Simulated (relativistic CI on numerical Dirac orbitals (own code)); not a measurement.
## Dy⁵¹⁺: q coefficients and field-shift factors

Calculated at this level of theory: Dirac-Coulomb-Breit CI, separate exchange-only KLI orbitals for each configuration, derivatives by finite differences, unscaled Slater integrals, QED left out (own radial code, finite nucleus).

Configurations in the expansion (outside the closed core [Ne]): 3s²3p³, 3s3p⁴, 3s²3p²3d, 3p⁵, 3s3p³3d, 3p⁴3d, 3s²3p3d², 3s²3d³, 3s3p3d³, 3p³3d², 3p²3d³. Double excitations out of closed p, d and f shells are left out; levels of such configurations are missing from the list, as are those of other unlisted configurations, and high levels can miss mixing partners.

With x = (α/α₀)² − 1 an excitation energy changes as ω = ω₀ + qx; K = 2q/ω₀ is the relative enhancement. Terms are leading LS components, so labels can repeat. The field-shift factor is F = δν/δ⟨r²⟩ for the transition from the lowest level.

Lowest level 3s²3p³ ²P°3/2.

```csv
Level,ω₀ (cm⁻¹),q (cm⁻¹),F (GHz/fm²)
3s²3p³ ⁴S°3/2,1561453,1.931e+06,-158
3s²3p²3d ²D3/2,1619813,75610,-0.724
3s²3p³ ²D°5/2,1647579,1.929e+06,-160
3s²3p³ ²P°1/2,1754700,1.937e+06,-160
3s²3p²3d ²D5/2,2085130,512400,-49.2
3s3p⁴ ⁴P5/2,2791566,2.116e+06,-3070
3s3p⁴ ²P3/2,2996711,2.118e+06,-2380
3s3p⁴ ²S1/2,3017479,2.154e+06,-2880
3s²3p²3d ⁴F5/2,3178184,1.988e+06,-139
3s²3p²3d ⁴D1/2,3201252,1.996e+06,-152
3s²3p²3d ⁴F3/2,3203744,2.011e+06,-377
3s²3p²3d ²G7/2,3263358,1.992e+06,-132
3s²3p³ ²P°3/2,3329528,3.871e+06,-348
3s²3p²3d ²D5/2,3483026,2.021e+06,-264
3s²3p²3d ⁴P3/2,3550381,2.081e+06,-834
3s²3p²3d ²P1/2,3551660,2.056e+06,-522
3s²3p²3d ⁴D7/2,3561110,2.376e+06,-126
3s²3p²3d ²P3/2,3642445,2.454e+06,-359
3s²3p²3d ²G9/2,3651142,2.381e+06,-126
3s²3p²3d ²F5/2,3668619,2.427e+06,-226
3s²3p²3d ²F7/2,3833520,2.403e+06,-130
3s²3p²3d ²D5/2,3843038,2.371e+06,-262
3s²3p²3d ²D3/2,3893919,2.405e+06,-187
```

At this charge energies of transitions that change n are usually good to better than 1 %, and those within a shell (Δn = 0) to a few per cent.

Question: Which transition from the lowest level has the largest |K|?

Answer: 3s²3p³ ⁴S°3/2 at 1561453 cm⁻¹, K = 2.47.
